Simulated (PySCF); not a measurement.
Simulation results for GeH₆NSi

Computed with PySCF 2.14.0. Calculation on a computer-drawn molecule: the log of a Hartree-Fock and frozen-core CCSD(T) single point meant for a local Hartree-Fock minimum, with one planted fault or none, to be diagnosed. Offsets are logged minus clean, where the clean run is the same molecule without the fault. The reference is restricted for singlets and unrestricted otherwise, and also for a bond in bohr or an excited solution. Adding or removing an electron swaps singlet and doublet. The excited solution moves the top pair (singlet) or top alpha electron (doublet) to the lowest empty orbital. Highest occupied and lowest empty are orbital energies over both spins, largest force is the largest gradient component, triples share is (T) over the correlation energy, the T1 limit is 0.02 restricted and 0.045 unrestricted, electrons count all cores, a negative frequency is imaginary (commonest isotopes), and the dipole is about the centre of nuclear charge; on germanium a core potential holds 10 electrons, which the energies leave out, and 3d is frozen in MP2 and coupled-cluster steps.

```yaml
- formula: GeH6NSi
  logged_structure:
    atoms_angstrom:
      - [Si, 1.5221, 0.1793, 1.2923]
      - ["N", 0.995, -0.7952, -0.034]
      - [Ge, -2.0236, -0.7164, -1.7835]
      - [H, 0.3318, 0.8615, 1.8466]
      - [H, 2.5149, 1.2096, 0.8968]
      - [H, 2.1527, -0.6509, 2.3467]
      - [H, 1.7057, -1.3409, -0.4915]
      - [H, -2.2288, -2.106, -2.4171]
      - [H, -3.1413, -0.3908, -0.7794]
  given:
    meant_charge: 0
    meant_multiplicity: 2
    meant_basis: "cc-pV(D+d)Z"
    meant_basis_and_core_potential_on_germanium: "cc-pVDZ-PP ECP10MDF"
    logged_electrons: 59
    logged_basis_functions: 90
    logged_SCF_converged: "yes"
    logged_spin_squared: 1.1494
    "logged_highest_occupied [eV]": -8.3225
    "logged_lowest_empty [eV]": 1.1345
    "logged_largest_force [hartree/bohr]": 0.024827
    logged_T1_diagnostic: 0.063386
    logged_D1_diagnostic: 0.27217
    logged_triples_share: 0.020903
    logged_CC_converged: "yes"
    "logged_dipole_magnitude [debye]": 1.7977
    logged_SCF_stable_within_its_kind: "yes"
    "logged_energy_HF [hartree]": -640.16651
    "logged_energy_CCSD(T) [hartree]": -640.55972
    possible_faults: "no fault, one electron removed, one electron added, multiplicity raised by two, geometry at a saddle point, SCF held on an excited solution, minimal basis STO-3G, one bond length entered in bohr, all coordinates scaled"
    drawn_bonds_atom: [1, 2, 1, 1, 1, 2, 3, 3]
    drawn_bonds_other_atom: [2, 3, 4, 5, 6, 7, 8, 9]
    drawn_bonds_order: [1, 1, 1, 1, 1, 1, 1, 1]
  results: {}
  notes: ["T1 above single-reference limit"]
```

Questions
1. Which fault was planted in the run of GeH₆NSi?

Calculated values
1. one bond length entered in bohr, row 2 of the drawn bonds

Further results for GeH₆NSi:

- HF energy offset from clean run: 52.72 kcal/mol
- CCSD(T) energy offset from clean run: 67.48 kcal/mol
